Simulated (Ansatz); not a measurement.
Ge2O2. The state is a singlet with charge 0. Geometry PBE-D4/def2-SVP.

```
atom   x (Å)   y (Å)   z (Å)
 Ge1  -0.300  -1.235   0.472
 Ge2   0.299   1.235  -0.472
  O3  -0.437  -0.331  -1.142
  O4   0.438   0.330   1.142
```

HSE06 is defined as in plane-wave codes, on full-range PBE exchange. The structure comes from a short search, and lower isomers may exist.

Question: Estimate the orbital energies around the gap (eV) in Ansatz with PBE-D4/def2-SVP, PBE-D4/def2-TZVP, r2SCAN-D4/def2-TZVP, HSE06-D4/def2-TZVP, CAM-B3LYP-D4/def2-TZVP.

Answer: 
| orbital | PBE-D4/def2-SVP | PBE-D4/def2-TZVP | r2SCAN-D4/def2-TZVP | HSE06-D4/def2-TZVP | CAM-B3LYP-D4/def2-TZVP |
| --- | --- | --- | --- | --- | --- |
| HOMO−13 | -30.28 | -30.21 | -31.07 | -33.78 | -35.59 |
| HOMO−12 | -30.26 | -30.17 | -31.02 | -33.73 | -35.55 |
| HOMO−11 | -30.25 | -30.15 | -31.02 | -33.73 | -35.54 |
| HOMO−10 | -30.15 | -30.05 | -30.91 | -33.62 | -35.43 |
| HOMO−9 | -23.56 | -23.85 | -25.19 | -26.48 | -28.34 |
| HOMO−8 | -21.76 | -22.19 | -23.54 | -24.79 | -26.57 |
| HOMO−7 | -12.71 | -12.72 | -13.14 | -13.97 | -16.03 |
| HOMO−6 | -10.86 | -11.08 | -11.52 | -12.41 | -14.32 |
| HOMO−5 | -9.45 | -9.46 | -9.87 | -10.61 | -12.39 |
| HOMO−4 | -8.60 | -8.67 | -9.06 | -9.78 | -11.63 |
| HOMO−3 | -7.82 | -7.86 | -8.22 | -8.71 | -10.54 |
| HOMO−2 | -6.83 | -7.03 | -7.39 | -8.10 | -9.88 |
| HOMO−1 | -6.59 | -6.77 | -7.15 | -7.95 | -9.74 |
| HOMO | -5.91 | -5.97 | -6.26 | -6.67 | -8.34 |
| LUMO | -3.24 | -3.25 | -3.22 | -2.82 | -1.44 |
| LUMO+1 | -2.21 | -2.34 | -2.27 | -1.92 | -0.47 |
| LUMO+2 | -1.30 | -1.47 | -1.24 | -1.02 | 0.35 |
| LUMO+3 | 0.63 | 0.36 | 0.72 | 0.81 | 2.14 |
| LUMO+4 | 0.69 | 0.49 | 0.82 | 0.97 | 2.36 |
| LUMO+5 | 1.65 | 1.26 | 1.82 | 1.79 | 3.06 |
